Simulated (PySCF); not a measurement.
Computed XPS line lists of a few unrelated compounds.

Level of theory: PySCF, delta-SCF UKS SCAN, pcX-2 on the ionised atom, pcseg-1 elsewhere, spin-free X2C. Geometries: PBE0-D3(BJ)/def2-SVP; isolated species, one conformer each.

Line lists (1s up to Mg, 2p3/2 beyond; areas count atoms within a level, one atom standing for each set equivalent by bonding):
1. C 1s: 291.01 (area 1), 292.31 (area 1), 294.02 (area 1) eV; N 1s: 406.15 eV; O 1s: 536.91 eV; Cl 2p3/2: 206.72 eV
2. P 2p3/2: 136.62 eV
3. C 1s: 290.28 (area 2), 292.07 (area 2), 294.72 (area 1) eV; O 1s: 538.16 eV; F 1s: 692.88 eV; Si 2p3/2: 106.54 eV

Structures:
A. `NC(=O)/C=C/Cl`
B. `FC(F)[SiH]1CCOCC1`
C. `p12p3p1p23`

**Question.** Which list belongs to which compound?

**Answer.** 
- 1 = A: no other candidate has this set of levels. C 1s: 291.01 alkene CH carbon, 292.31 vinylic C–Cl carbon, 294.02 amide carbonyl carbon; N 1s: 406.15 amide nitrogen; O 1s: 536.91 amide oxygen; Cl 2p3/2: 206.72 vinyl chlorine.
- 2 = C: no other candidate has this set of levels. P 2p3/2: 136.62 ring phosphorus (×4).
- 3 = B: no other candidate has this set of levels. C 1s: 290.28 sp3 carbon bound to silicon (×2), 292.07 sp3 carbon bound to oxygen (×2), 294.72 CHF2 carbon; O 1s: 538.16 cyclic ether oxygen; F 1s: 692.88 fluorine of a CF2 group (×2); Si 2p3/2: 106.54 SiH silicon.

Spin–orbit coupling isn't in the SCF: each 2p doublet comes from a relaxed spin-free hole plus a matrix of the shell (mean-field spin–orbit coupling and the ground-state 2p splitting), with 2p3/2 averaged over its two sublevels.
